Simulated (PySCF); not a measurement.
Te(Et)(OH) (C2H6OTe), SMILES C([Te]O)C. Atoms are numbered in the order given.

```xyz
10

Te    -0.1262     0.0837     0.6320
C      1.3664    -0.5053    -0.8432
C      1.1444     0.1708    -2.1825
H      1.3154    -1.6016    -0.9209
H      2.3343    -0.2401    -0.3848
H      1.2757     1.2622    -2.1153
H      0.1255    -0.0321    -2.5483
H      1.8528    -0.2155    -2.9352
O     -1.6897    -0.2643    -0.6004
H     -1.8900     0.5940    -1.0033
```
Charge 0, spin multiplicity 1.

The structure is a stationary point at r2SCAN-D4/def2-SVP. The def2 effective core potentials stand for the cores of Te; spin–orbit coupling is left out. The values are those of a single conformer.

Calculation: PBE/def2-TZVP run with PySCF.

Isolated molecule, no solvent.

Computed frontier levels, gap, dipole moment and polarisability:
```
Quantity                                                                                                        Value
---------------------------------------------------------------------------------------------  ----------------------
highest occupied level                                                                                       -4.92 eV
lowest empty level                                                                                           -2.47 eV
orbital gap                                                                                                   2.44 eV
dipole moment                                                                                                  1.97 D
quadrupole, principal values (traceless, Buckingham form, about the centre of nuclear charge)   -6.35, 1.53, 4.82 D·Å
mean static polarisability                                                                      68.1 bohr³ (10.10 Å³)
polarisability, principal values                                                               54.6, 66.0, 83.8 bohr³
```
